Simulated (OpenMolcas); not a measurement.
**Al+: input and output**

Input:

```
&GATEWAY
Coord
1

Al 0.0 0.0 0.0
Basis=ANO-L-VQZP
Group=XYZ
NoMove
AngMom=0.0 0.0 0.0
AMFI
&SEWARD
* reference wave functions (RASSCF and RASSI steps not shown): 2 electrons in 4 orbitals (3s 3p)
>>> COPY JOB001 $Project.JobIph
&CASPT2
Multistate=3 1 2 3
Frozen=1 0
IPEA=0.35
Imaginary=0.4
MaxIter=60
WThr=0.0 0.3 0.05
PrWF=0.5
NoMix
>>> COPY JOB002 $Project.JobIph
&CASPT2
Multistate=7 1 2 3 4 5 6 7
Frozen=1 0
IPEA=0.35
Imaginary=0.4
MaxIter=60
WThr=0.0 0.3 0.05
PrWF=0.5
NoMix
>>> COPY JOB003 $Project.JobIph
&CASPT2
Multistate=3 1 2 3
Frozen=1 0
IPEA=0.35
Imaginary=0.4
MaxIter=60
WThr=0.0 0.3 0.05
PrWF=0.5
NoMix
...
```

Launched by
```bash
OMP_NUM_THREADS=1 MOLCAS_MEM=2252 MOLCAS_PROJECT=a pymolcas a.inp > a.log  # once for each step of the input, in one work folder
```

Output, cut to the results:

```
--- CASPT2 ---
Orbital specifications:
      -----------------------

      Symmetry species                           1   2
                                                ag  au
      Frozen orbitals                            1   0
      Inactive orbitals                          1   3
      Active orbitals                            1   3
      Secondary orbitals                        18  23
      Deleted orbitals                           0   0
      Number of basis functions                 21  29
Type of calculation                        MS-CASPT2
      Fock operator                              state-specific
      IPEA shift                                 0.35
      Real shift                                 0.00
      Imaginary shift                            0.40
      The input orbitals will be transformed to quasi-canonical
Reference energy:        -241.2831096921
      E2 (Non-variational):      -0.0270015134
      Shift correction:          -0.0005169991
      E2 (Variational):          -0.0275185126
      Total energy:            -241.3106282046
      Residual norm:              0.0000000345
      Reference weight:           0.99385
      Contributions to the CASPT2 correlation energy
      Active & Virtual Only:         -0.0051609739
      One Inactive Excited:          -0.0033109505
      Two Inactive Excited:          -0.0185295890
Reference energy:        -241.2831096921
      E2 (Non-variational):      -0.0270015134
      Shift correction:          -0.0005169991
      E2 (Variational):          -0.0275185126
      Total energy:            -241.3106282046
      Residual norm:              0.0000000345
      Reference weight:           0.99385
      Contributions to the CASPT2 correlation energy
      Active & Virtual Only:         -0.0051609739
      One Inactive Excited:          -0.0033109505
      Two Inactive Excited:          -0.0185295890
::    CASPT2 Root  1     Total energy:   -241.31062820
::    CASPT2 Root  2     Total energy:   -241.31062820
::    CASPT2 Root  3     Total energy:   -241.31062820
::    MS-CASPT2 Root  1     Total energy:   -241.31062820
::    MS-CASPT2 Root  2     Total energy:   -241.31062820
::    MS-CASPT2 Root  3     Total energy:   -241.31062820
--- CASPT2 ---
Orbital specifications:
      -----------------------

      Symmetry species                           1   2
                                                ag  au
      Frozen orbitals                            1   0
      Inactive orbitals                          1   3
      Active orbitals                            1   3
      Secondary orbitals                        18  23
      Deleted orbitals                           0   0
      Number of basis functions                 21  29
Type of calculation                        MS-CASPT2
      Fock operator                              state-specific
      IPEA shift                                 0.35
      Real shift                                 0.00
      Imaginary shift                            0.40
      The input orbitals will be transformed to quasi-canonical
Reference energy:        -241.7012200068
      E2 (Non-variational):      -0.0306497839
      Shift correction:          -0.0010662297
      E2 (Variational):          -0.0317160136
      Total energy:            -241.7329360204
      Residual norm:              0.0000001882
      Reference weight:           0.99171
      Contributions to the CASPT2 correlation energy
      Active & Virtual Only:         -0.0070735980
      One Inactive Excited:          -0.0045330415
      Two Inactive Excited:          -0.0190431444
Reference energy:        -241.2435837016
      E2 (Non-variational):      -0.0496850675
      Shift correction:          -0.0079018813
      E2 (Variational):          -0.0575869488
      Total energy:            -241.3011706504
      Residual norm:              0.0000001153
      Reference weight:           0.97063
      Contributions to the CASPT2 correlation energy
      Active & Virtual Only:         -0.0277353108
      One Inactive Excited:          -0.0033938586
      Two Inactive Excited:          -0.0185558981
::    CASPT2 Root  1     Total energy:   -241.73293602
::    CASPT2 Root  2     Total energy:   -241.30117065
::    CASPT2 Root  3     Total energy:   -241.30117060
::    CASPT2 Root  4     Total energy:   -241.30056740
::    CASPT2 Root  5     Total energy:   -241.30056740
::    CASPT2 Root  6     Total energy:   -241.30117545
::    CASPT2 Root  7     Total energy:   -241.22467846
::    MS-CASPT2 Root  1     Total energy:   -241.73322895
::    MS-CASPT2 Root  2     Total energy:   -241.30117547
::    MS-CASPT2 Root  3     Total energy:   -241.30117065
::    MS-CASPT2 Root  4     Total energy:   -241.30117060
::    MS-CASPT2 Root  5     Total energy:   -241.30056740
::    MS-CASPT2 Root  6     Total energy:   -241.30056740
::    MS-CASPT2 Root  7     Total energy:   -241.22438551
--- CASPT2 ---
Orbital specifications:
      -----------------------

      Symmetry species                           1   2
                                                ag  au
      Frozen orbitals                            1   0
      Inactive orbitals                          1   3
      Active orbitals                            1   3
      Secondary orbitals                        18  23
      Deleted orbitals                           0   0
      Number of basis functions                 21  29
Type of calculation                        MS-CASPT2
      Fock operator                              state-specific
      IPEA shift                                 0.35
      Real shift                                 0.00
      Imaginary shift                            0.40
      The input orbitals will be transformed to quasi-canonical
Reference energy:        -241.5417841372
      E2 (Non-variational):      -0.0268486026
      Shift correction:          -0.0006335630
      E2 (Variational):          -0.0274821656
...
```

Levels above the lowest, from the spin-orbit matrix with the single-state CASPT2 energies, averaged by term, on its diagonal:

```csv
Configuration,Term,J,E (cm⁻¹),Measured (cm⁻¹),g,Term weight %
3s²,¹S,0,0.0,0.0,,100
3s 3p,³P°,0,35830,37393,,100
3s 3p,³P°,1,35870,37454,1.501,100
3s 3p,³P°,2,35970,37578,1.501,100
3s 3p,¹P°,1,61470,59852,1.000,100
3p²,³P,0,92590,94085,,100
3p²,³P,1,92640,94147,1.501,100
3p²,³P,2,92730,94269,1.501,100
3p²,¹D,2,94820,85481,1.000,100
3p²,¹S,0,111550,111637,,100
```

Against the 9 measured excited levels shown (NIST Handbook of Basic Atomic Spectroscopic Data) the mean absolute deviation is 2300 cm-1; the largest miss in energy is 3p² ¹D₂: computed 94820, measured 85481 cm⁻¹ (+10.9 %). Levels of one J stand in another order than measured, so their pairing by name is doubtful.

Term energies are means over components that CASPT2 splits; among the terms shown or strongly mixed into the levels shown the widest spread is 130 cm-1 (3p² ¹D). Terms from blocks run as CI alone lack orbitals of their own. The ¹D term of p² mixes with s d, which this space lacks. Measured partners are found by configuration, term and J. A level has none where our copy of the source lacks it or the pairing is in doubt (some pairs that miss far off the trend of their configuration count as doubtful), and it then counts in no deviation. Only configurations of the active space appear.

The CASPT2 steps took 2.1 s on 1 thread of Arm Neoverse V2 (shared host); the integral step is not counted.

The term weight is that of the spin-free term in the level, not the purity of its configuration. ° marks odd parity.
